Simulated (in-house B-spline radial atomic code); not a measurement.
A fraction x of an electron is removed from 3p in Ga II (Ga+), starting from [Ar] 3d10 4s2 and keeping the highest spin. All numbers are computed (scalar-relativistic (X2C) PBEsol, spin-polarised, spherical fractional occupations; Fermi nucleus of rms radius 3.9973 fm) with a radial B-spline atomic code at the basis-set limit, not measured.

| x | E(x) - E(0) (eV) | 3p down level (eV) |
| --- | --- | --- |
| 0 | 0.0000 | -106.923 |
| 0.11 | 11.8809 | -109.100 |
| 0.24 | 26.2336 | -111.720 |
| 0.35 | 38.6466 | -113.976 |
| 0.46 | ? | ? |
| 0.5 | 55.9771 | -117.107 |
| 0.53 | 59.4998 | -117.740 |
| 0.65 | 73.7817 | -120.297 |
| 0.86 | 99.5212 | -124.859 |
| 0.99 | ? | ? |
| 1 | 117.2178 | -127.958 |

What belongs in the row x = 0.46?

An energy change of 51.3096 eV; 3p down at -116.266 eV.

What belongs in the row x = 0.99?

An energy change of 115.9393 eV; 3p down at -127.735 eV.

Check Janak's theorem between x = 0.11 and 0.24.

The slope of the energy is 110.41 eV; the orbital levels give 110.41 eV (-ε of the emptying orbital, averaged over the two points).
